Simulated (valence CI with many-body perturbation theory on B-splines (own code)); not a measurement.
Values are calculated unless marked as measured or tabulated.
**Run record, Gd³²⁺**

Method: configuration interaction combined with many-body perturbation theory (CI+MBPT): four valence electrons over a frozen Dirac-Fock core [Ar] 3d10, a basis of 11 s, 11 p, 10 d, 8 f, 5 g, 2 h functions for each j, with the one-electron correlation potential Σ1 (screened to all orders), the two-electron term Σ2, the three-electron term Σ3, Breit, model QED; selected single and double excitations, second order for the rest, scaled by the run's own slope (own B-spline code, finite nucleus).

Command, and the settings that its task file holds:

```sh
python run_cv.py task.json out
```

```
atom Gd  Z=64  mass_number=158  rms_radius_fm=5.1569
core [Ar] 3d10
valence 4s2 4p2
avg = 1
basis = M
breit = 1
cap = 32000
capref = 2000
cscale = 1
de = 0.0
dress = 0
eps = 2e-08
extrap = 1
h = 0.27
hh = 1
l2 = 3
lcore = 6
maxit = 60
n2 = 5
natural = 1
nlev = 150
nno = [5, 5, 5, 4, 2, 1]
nroot = 36
nsp = [6, 6, 5, 4, 3, 1]
pt2 = 1
qed = 1
rpa = 1
s1 = 1
s2 = 1
s3 = 1
screen = 1
tol = 2e-05
whole = 1
```

Roughly how long does this run take on one core of Intel(R) Xeon(R) 6975P-C (Granite Rapids), and how much memory?

2.2 min on 1 thread of Intel(R) Xeon(R) 6975P-C (Granite Rapids) (shared host), peak memory 0.96 GiB.

Log. The first blocks belong to the next ion, which gives the ionisation energy. Fields: 2J, parity (1 odd), roots, reference size, generating configurations, candidates as configurations/state functions, variational space P, stored matrix elements, Davidson steps; e2 is the range of second-order energies in hartree. The first line gives the box (bohr), its intervals, the orbitals and the steps of their self-consistent field. Window is the range of levels sought, series limit the energy at which the first omitted orbital would enter, core excitation an estimate of the first excitation out of the core, left out the lowest levels not solved, and shifts from estimates the range by which levels moved from their first estimate, all in cm⁻¹.

```
rmax 7.0 intervals 60 orbitals 83 references ['4s2 4p2', '4s 4p3', '4s2 4p 4d', '4p4', '4s 4p2 4d'] scf 4 t 0.9
2J=1 par=1 roots 2 ref 23 generators 6 cand 7165/11089 P 1864/2710 nnz 1.3e+06 it 4
2J=1 par=1 roots 2 ref 23 generators 10 cand 5320/8402 P 2687/4053 nnz 2.6e+06 it 4
   second order: generators 17 cand 8326/12853 e2 -0.00002 -0.00001
reference levels 1217, estimated 591, window 3327349 1/cm; series limit 8217060, core excitation 8532110
2J=0 par=0 roots 12 ref 43 generators 29 cand 32268/64414 P 4227/6399 nnz 2.7e+06 it 6
2J=0 par=0 roots 12 ref 43 generators 34 cand 31086/64149 P 12532/21236 nnz 2.4e+07 it 9
   second order: generators 47 cand 34049/77396 e2 -0.00007 -0.00000
2J=2 par=0 roots 18 ref 88 generators 28 cand 35219/177208 P 1977/6396 nnz 4e+06 it 8
2J=2 par=0 roots 18 ref 88 generators 37 cand 40277/210223 P 8631/31998 nnz 6.5e+07 it 11
   second order: generators 57 cand 45760/254000 e2 -0.00063 -0.00010
2J=4 par=0 roots 27 ref 127 generators 40 cand 37157/259449 P 1997/7228 nnz 5.1e+06 it 9
2J=4 par=0 roots 27 ref 127 generators 50 cand 48242/356307 P 7927/31998 nnz 6.3e+07 it 9
   second order: generators 78 cand 54917/452523 e2 -0.00153 -0.00031
2J=4 par=1 roots 28 ref 151 generators 35 cand 37408/259990 P 1636/6397 nnz 4.3e+06 it 10
2J=4 par=1 roots 28 ref 151 generators 53 cand 45425/332254 P 7548/31998 nnz 6.3e+07 it 12
   second order: generators 73 cand 52032/415398 e2 -0.00167 -0.00036
2J=2 par=1 roots 22 ref 118 generators 32 cand 35607/178597 P 2200/6397 nnz 3.8e+06 it 9
2J=2 par=1 roots 22 ref 118 generators 50 cand 39022/203416 P 9546/31997 nnz 5.9e+07 it 11
   second order: generators 68 cand 45205/264415 e2 -0.00123 -0.00017
2J=6 par=1 roots 25 ref 143 generators 30 cand 37597/296771 P 1665/6396 nnz 4.2e+06 it 11
2J=6 par=1 roots 25 ref 143 generators 49 cand 39866/333784 P 7510/32000 nnz 6.1e+07 it 10
   second order: generators 73 cand 49885/472814 e2 -0.00205 -0.00074
2J=0 par=1 roots 9 ref 44 generators 24 cand 33501/67390 P 4102/6399 nnz 2.9e+06 it 5
2J=0 par=1 roots 9 ref 44 generators 34 cand 32468/68305 P 13924/24346 nnz 3e+07 it 10
   second order: generators 49 cand 32583/72366 e2 -0.00008 -0.00001
2J=8 par=1 roots 15 ref 109 generators 23 cand 36577/289779 P 1581/6400 nnz 4.3e+06 it 9
2J=8 par=1 roots 15 ref 109 generators 40 cand 38629/327873 P 6799/32000 nnz 6.4e+07 it 10
   second order: generators 62 cand 47889/454280 e2 -0.00134 -0.00060
2J=6 par=0 roots 19 ref 108 generators 30 cand 37328/295329 P 1657/7188 nnz 5.5e+06 it 7
...
2J=10 par=0 roots 4 ref 52 generators 26 cand 36863/285056 P 6873/31998 nnz 7.8e+07 it 7
   second order: generators 35 cand 40777/355914 e2 -0.00040 -0.00011
2J=10 par=1 roots 7 ref 67 generators 14 cand 31042/230438 P 2094/6399 nnz 3.9e+06 it 14
2J=10 par=1 roots 7 ref 67 generators 32 cand 38345/305431 P 7683/31998 nnz 6.3e+07 it 11
   second order: generators 46 cand 44289/399432 e2 -0.00071 -0.00040
2J=12 par=1 roots 2 ref 32 generators 5 cand 17412/113671 P 2281/6400 nnz 4.5e+06 it 4
2J=12 par=1 roots 2 ref 32 generators 11 cand 23954/173355 P 5649/23524 nnz 4.8e+07 it 5
   second order: generators 23 cand 33325/258628 e2 -0.00018 -0.00014
left out: unestimated 4657782, estimated 3511206, shifts from estimates -17 to 92
operators 2.9
```

The Davidson iterations converged.

No measured spectrum was set against this ion. As an estimate, large intervals hold to a few tenths of a per cent, small ones and those within an open d or f shell to about a per cent. Among the levels kept, up to 370 cm⁻¹ of a level comes from second order outside the variational space, and about a tenth of that is noise between levels of different J, which matters for small intervals.

* Valence energy: -209.7989 hartree
* Ionisation energy: 1322 eV (NIST: 1321 ± 4 eV (theoretical))
* Reference configurations for the orbitals: 4s2 4p2, 4s 4p3, 4s2 4p 4d, 4p4, 4s 4p2 4d
* Radial orbitals: 83
* Box radius: 7.029 bohr
* Largest variational space: 32000
* Lowest levels: (4s^2 4p1/2^2) J=0 0, (4s^2 4p1/2 4p3/2) J=1 322660, (4s^2 4p1/2 4p3/2) J=2 350080, (4s^2 4p3/2^2) J=2 693410, (4s^2 4p3/2^2) J=0 754360, (4s 4p1/2^2 4p3/2) J=2 899910, (4s 4p1/2^2 4p3/2) J=1 994660, (4s 4p1/2 4p3/2^2) J=2 [a] 1196100, (4s 4p1/2 4p3/2^2) J=3 1250300, (4s^2 4p1/2 4d3/2) J=2 1266500, (4s 4p1/2 4p3/2^2) J=0 1308100, (4s 4p1/2 4p3/2^2) J=1 [a] 1330900, (4s 4p1/2 4p3/2^2) J=1 [b] 1370400, (4s 4p1/2 4p3/2^2) J=2 [b] 1373000 cm⁻¹

Levels are named by their leading jj configuration (3d3/2^4 stands for four electrons in 3d with j = 3/2), which in mixed levels can hold well under half, so a name can repeat and another be missing. Letters in brackets count levels of one name in rising energy.
